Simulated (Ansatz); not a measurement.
Z-matrix (Å, degrees):
```
C
B 1 1.546
H 1 1.091 2 113.3
H 1 1.094 2 110.1 3 121.8
H 1 1.094 2 110.1 3 -121.8
C 2 1.541 1 153.7 3 180.0
N 2 1.366 1 144.5 3 -0.0
H 6 1.089 2 122.1 1 80.5
H 6 1.089 2 122.1 1 -80.5
Si 7 1.714 2 160.8 1 0.2
H 10 1.487 7 110.2 2 120.1
H 10 1.485 7 108.8 2 -0.2
H 10 1.487 7 110.2 2 -120.6
```

The species carries charge 0 and has multiplicity 1.

Question: List the PBE/def2-TZVPP orbital energies in eV (Ansatz 0.2.0). (Best estimate.)

Answer: Ansatz gave: Occupied: -1779.80, -380.42, -269.22, -268.48, -176.92, -137.51, -94.27, -94.23, -94.22, -22.58, -17.29, -15.82, -13.71, -11.14, -10.90, -10.24, -9.88, -9.73, -8.78, -8.50, -7.76, -6.47, -6.30. Lowest empty: -0.66, -0.33, 0.41, 0.69, 0.94, 1.13, 1.29, 2.05.
